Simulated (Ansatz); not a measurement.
## Strength of the C–B bond: how K changes with temperature for B(CH3)2(SH) ⇌ B(CH3)(SH) + CH3

Species: B(CH3)2(SH), singlet; B(CH3)(SH), doublet; CH3 `[CH3]`, doublet. 

The electronic reaction energy at CCSD(T)/CBS estimate is +447.2 kJ/mol. Shapes: PBE0-D4/def2-TZVP. Flexible molecules stand in one conformer, not always the lowest. Programs: Ansatz 0.2.0. Enthalpy and entropy come from rigid-rotor, harmonic-oscillator sums on unscaled PBE0-D4/def2-TZVP wavenumbers, ideal gases at 1 bar. Symmetry numbers: B(CH3)2(SH) 1, B(CH3)(SH) 1, CH3 6. R = 8.3145 J/(mol K).

```
T (K)  ΔH (kJ/mol)  ΔS (J/(mol K))
  800       +428.5          +161.1
 1100       +425.3          +157.7
 1400            ?               ?
```

**Question.** Work out ln K at 800 and 1100 K, and from these estimate it at 1400 K.

**Answer.** 
1. 800 K: ΔG = +428.5 − 800 × (+161.1)/1000 = +299.6 kJ/mol; ln K = −ΔG/RT = -45.04.
2. 1100 K: ΔG = +425.3 − 1100 × (+157.7)/1000 = +251.8 kJ/mol; ln K = −ΔG/RT = -27.53.
3. Slope against 1000/T: (-27.53 − (-45.04))/(0.9091 − 1.2500) = -51.36, that is −ΔH/R with ΔH near +427 kJ/mol.
4. 1400 K: ln K = -45.04 + (-51.36) × (0.7143 − 1.2500) = -17.53.

The full sums give ΔH = +421.3 kJ/mol, ΔS = +154.5 J/(mol K), ΔG = +205.0 kJ/mol and ln K = -17.61 at 1400 K, so the line is off by +0.08 in ln K; without rounding the miss is +0.09, from the change of ΔH with temperature. The reactants are favoured over this whole range. The number of molecules rises, which sets the sign of ΔS, and lower pressure favours the products. An error of 10 kJ/mol in the energy moves ln K by 0.9 at 1400 K. Soft modes are treated as harmonic, which can err either way at these temperatures; the lowest are those of B(CH3)2(SH) (75 cm⁻¹), B(CH3)(SH) (61 cm⁻¹). Other conformers aren't counted. Open shells run unrestricted. The CBS estimate extrapolates MP2 from def2-TZVPP and def2-QZVPP and adds CCSD(T) − MP2 in the triple-zeta set, cores frozen.
